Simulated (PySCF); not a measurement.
H6AlClSi2 (SMILES [SiH3][Al]([SiH3])[Cl]), singlet, at a GFN2-xTB geometry (such geometries of metal compounds can be far from the true shape).

PySCF was given this input:
```python
from pyscf import gto, scf, dft

mol = gto.Mole()
mol.atom = '''
    Al    0.03968721   -0.01011992   -0.01932379
    Cl    1.83023492   -0.46669533   -0.89114533
    Si   -0.40378753   -1.08921259    2.11669260
    H    -0.50655672   -2.56522304    2.05615983
    H    -1.67473871   -0.66034230    2.73996319
    H     0.61827406   -0.84300989    3.15956960
    Si   -1.37284090    1.54223869   -1.25164839
    H    -2.68815560    1.77284560   -0.61566055
    H    -1.70140020    1.11919843   -2.63219315
    H    -0.80455216    2.89954536   -1.41777809
'''
mol.basis = 'def2-sv(p)'
mol.verbose = 4
mol.max_memory = 1800
mol.build()

mf = dft.RKS(mol)
mf.xc = 'camb3lyp'
mf = mf.density_fit(auxbasis='def2-universal-jkfit')
mf.kernel()
```

Estimate the HOMO-LUMO gap that PySCF with DF-CAMB3LYP/def2-SV(P) returns for this input.

7.39 eV

What is the computed total energy (DF-CAMB3LYP/def2-SV(P))?

-1284.871822 Ha

Give the number of basis functions at the level DF-CAMB3LYP/def2-SV(P).

84

Estimate the Mulliken (on the basis functions themselves) charges in atom order that DF-CAMB3LYP/def2-SV(P) returns for this input.

Al1 0.53, Cl2 -0.22, Si3 -0.10, H4 -0.02, H5 -0.02, H6 -0.02, Si7 -0.10, H8 -0.02, H9 -0.02, H10 -0.02
